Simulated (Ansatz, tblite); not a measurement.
Cost and result up the ladder for the cluster Be₅⁻ (5 atoms). Charge -1, multiplicity 2. Geometry: PBE0/def2-TZVPD.

| atom | x (Å) | y (Å) | z (Å) |
| --- | --- | --- | --- |
| Be1 | 1.128 | -0.055 | 0.378 |
| Be2 | -0.462 | 1.043 | 1.168 |
| Be3 | 0.242 | -1.041 | -1.235 |
| Be4 | -0.171 | 0.893 | -0.824 |
| Be5 | -0.737 | -0.840 | 0.512 |

Ansatz on 4 threads of Arm Neoverse V1 on a shared host; xTB runs through tblite on one thread. Times are rough, summed over both states, and most runs start from the orbitals of an earlier one. PBE0/def2-TZVPD serves as the yardstick here, not as an exact answer. The other state is a triplet.

The xTB rows come from tblite. The structure comes from a short search, and lower isomers may exist.

Raw xTB energies of ions are shifted by several eV, and xTB has no spin-polarisation term.

| level | functions | wall time |
| --- | --- | --- |
| GFN1-xTB | 20 | 0.005 s |
| GFN2-xTB | 20 | 0.011 s |
| PBE/def2-TZVPD | 110 | 2.5 s |
| PBE0/def2-TZVPD | 110 | 6.6 s |
| r2SCAN/def2-TZVPD | 110 | 8 s |

**Question.** Estimate what each level gives for the vertical IE (eV).

**Answer.** 
| level | vertical IE (eV) | difference from PBE0/def2-TZVPD (eV) | remarks |
| --- | --- | --- | --- |
| GFN1-xTB | 4.27 | 2.57 | – |
| GFN2-xTB | -6.90 | -8.60 | – |
| PBE/def2-TZVPD | 1.78 | 0.08 | HOMO above zero (-1 doublet) |
| PBE0/def2-TZVPD | 1.70 | 0.00 | – |
| r2SCAN/def2-TZVPD | 1.69 | -0.01 | HOMO above zero (-1 doublet), spin-contaminated (⟨S²⟩ 1.01) (-1 doublet) |
